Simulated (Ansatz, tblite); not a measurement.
Forces on Be3Br4⁺ at its PBE0-D4/def2-SVP geometry. Total charge 1; doublet.

The xTB rows come from tblite. Another isomer (doublet) lies 0.94 eV lower at PBE0-D4/def2-TZVP; other spin states weren't run for this one.

GFN1-xTB (tblite), largest force 3.05 eV/Å:

```xyz
7
positions Å, forces eV/Å
Be    0.744   -2.617   -0.277    1.614    1.053    0.432
Be   -0.515    2.385    0.274    1.056   -2.616   -0.186
Be    0.580    0.476    0.178    0.589    1.285    0.272
Br   -0.770    4.294    0.487   -0.505    2.659    0.276
Br    2.054   -1.084    0.173    0.694    0.248    0.155
Br   -1.484    0.439   -0.135   -1.300   -0.576   -0.274
Br   -0.611   -3.894   -0.700   -2.148   -2.053   -0.674
```

GFN2-xTB (tblite), largest force 1.03 eV/Å:

```
Be 0.382 -0.137 0.041
Be 0.451 -0.929 -0.056
Be 0.094 0.901 0.144
Br -0.209 0.504 0.036
Br -0.586 -0.300 -0.137
Br -0.107 0.008 -0.016
Br -0.026 -0.048 -0.012
```

PBE-D4/def2-TZVP (Ansatz), largest force 0.10 eV/Å:

```
Be 0.047 0.028 0.012
Be 0.064 -0.046 0.003
Be -0.033 0.003 -0.006
Br -0.019 -0.002 -0.002
Br -0.016 0.085 0.011
Br 0.035 -0.004 0.003
Br -0.077 -0.064 -0.022
```
